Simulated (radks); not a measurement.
The numbers below are computed, except where a source is named.
Q: Zn21+, configuration [He] 2s2 2p5. Code: a radial shooting solver on a logarithmic mesh with Libxc functionals. Model: non-relativistic Kohn-Sham, LB94 model potential, spin-polarised, spherical densities, point nucleus; open shells are filled with parallel spins first. Some entries of the table are withheld. Estimate them.

orbital,occ.,eigenvalue (eV),<r> (bohr),r(max) (bohr)
1s down,1,-10485.38,0.05093,0.03370
1s up,1,-10483.90,0.05094,0.03370
2s up,1,-2065.511,0.2231,(1)
2s down,1,-2057.450,0.2234,(2)
2p up,3,(3),0.1922,0.1499
2p down,2,(4),0.1924,0.1499

A: 
(1) 2s up r(max) (bohr): 0.1896
(2) 2s down r(max) (bohr): 0.1897
(3) 2p up eigenvalue (eV): -1949.040
(4) 2p down eigenvalue (eV): -1940.934
